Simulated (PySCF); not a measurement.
Computed IR spectrum (relative IR intensity) of a molecule C₂H₁₀ClNSi₂. Geometry optimised at PBE0-D3(BJ)/def2-SVP. Other conformers were not sampled. Computed with PBE0-D3(BJ)/def2-SVP (PySCF). Frequencies are harmonic and unscaled.

Lines under 2 % of the strongest are left out, and lines within 2 cm⁻¹ are merged.

ν (cm⁻¹): 276 (vw), 337 (w), 476 (w), 491 (vw), 530 (vs), 583 (m), 685 (w), 729 (m), 767 (vs), 806 (m), 837 (vs), 860 (s), 932 (vs), 942 (vs), 956 (m), 1008 (w), 1074 (s), 1100 (m), 1180 (s), 1373 (w), 1405 (m), 1449 (w), 1466 (w), 1496 (w), 2224 (vs), 2231 (s), 2236 (s), 2263 (s), 3020 (s), 3102 (m), 3140 (w), 3621 (w) (against the strongest line: vs over 80 %, s over 45 %, m over 15 %, w over 4 %, vw less)

### Question
Which molecule gave these data?
A. CCN[SiH2][SiH2]Cl
B. CN[Si@@H](Cl)C[SiH3]
C. C[SiH2][Si@](C)(N)Cl
D. C[C@H]([SiH2]N)[SiH2]Cl

### Answer
B, CN[Si@@H](Cl)C[SiH3]
